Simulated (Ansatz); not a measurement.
`FB(S)[SiH2][SiH3]` + `B[SeH]` → `B[Se][SiH2][SiH3]` + `FBS`  (cleavage of the Si–B bond)

Computed with Ansatz on PBE0-D4/def2-TZVP structures; ΔE is electronic, products minus reactants. CBS: MP2 limit from def2 TZ/QZ plus the TZ coupled-cluster correction, frozen cores. This one scheme is used for every species. DFT in def2-TZVPP. B3LYP here is the variant with VWN-RPA as its local correlation; programs differ in this. HSE06 is defined as in plane-wave codes. For Se outer-core shells are correlated without core-valence functions, which leaves a few kJ/mol of doubt a bond. Scalar relativity is left out up to krypton. Each species was taken in one conformer, which may not be the lowest.

| level | ΔE (kcal/mol) | difference from CCSD(T)/CBS |
| --- | --- | --- |
| LDA (SPW92) | -13.6 | 4.2 |
| PBE-D4 | -14.7 | 3.1 |
| revPBE-D4 | -15.0 | 2.8 |
| BLYP-D4 | -15.6 | 2.2 |
| r2SCAN-D4 | -16.0 | 1.8 |
| B97M-V | -14.7 | 3.1 |
| PBE0-D4 | -16.1 | 1.7 |
| B3LYP-D4 | -16.6 | 1.2 |
| r2SCANh-D4 | -16.4 | 1.4 |
| r2SCAN0-D4 | -17.1 | 0.7 |
| HSE06-D4 | -16.1 | 1.7 |
| BHLYP-D4 | -18.3 | -0.5 |
| CAM-B3LYP-D4 | -16.3 | 1.5 |
| ωB97X-V | -16.4 | 1.4 |
| ωB97M-V | -17.2 | 0.6 |
| B2PLYP | -16.9 | 0.9 |
| PBE-QIDH | -17.7 | 0.1 |
| revPBE | -14.0 | 3.8 |
| BLYP | -14.4 | 3.4 |
| PBE0 | -15.6 | 2.2 |
| B3LYP | -15.6 | 2.2 |
| r2SCAN0 | -17.0 | 0.8 |
| HSE06 | -15.7 | 2.1 |
| BHLYP | -17.3 | 0.5 |
| CAM-B3LYP | -15.7 | 2.1 |
| LC-ωPBE | -15.8 | 2.0 |
| RPA@PBE/def2-TZVPP | -15.8 | 2.0 |
| HF/def2-SVP | -17.5 | 0.3 |
| MP2/def2-SVP | -16.7 | 1.1 |
| CCSD/def2-SVP | -14.6 | 3.2 |
| CCSD(T)/def2-SVP | -14.3 | 3.5 |
| HF/def2-TZVPP | -19.1 | -1.3 |
| MP2/def2-TZVPP | -19.2 | -1.4 |
| SCS-MP2/def2-TZVPP | -18.7 | -0.9 |
| CCSD/def2-TZVPP | -16.9 | 0.9 |
| HF/def2-QZVPP | -19.3 | -1.5 |
| MP2/def2-QZVPP | -19.9 | -2.1 |
| SCS-MP2/def2-QZVPP | -19.3 | -1.5 |
| MP2/CBS(def2) | -20.3 | -2.5 |
| CCSD/CBS(def2) | -18.0 | -0.2 |
| CCSD(T)/CBS | -17.8 | 0 |

Largest T1 diagnostic among the species: 0.015.

From PBE to PBE0 (25 % exact exchange), in def2-TZVPP and without D4, ΔE moves by −1.5 kcal/mol. At CCSD(T), def2-SVP lies +3.5 kcal/mol from the extrapolated value and def2-TZVPP +1.1 kcal/mol.
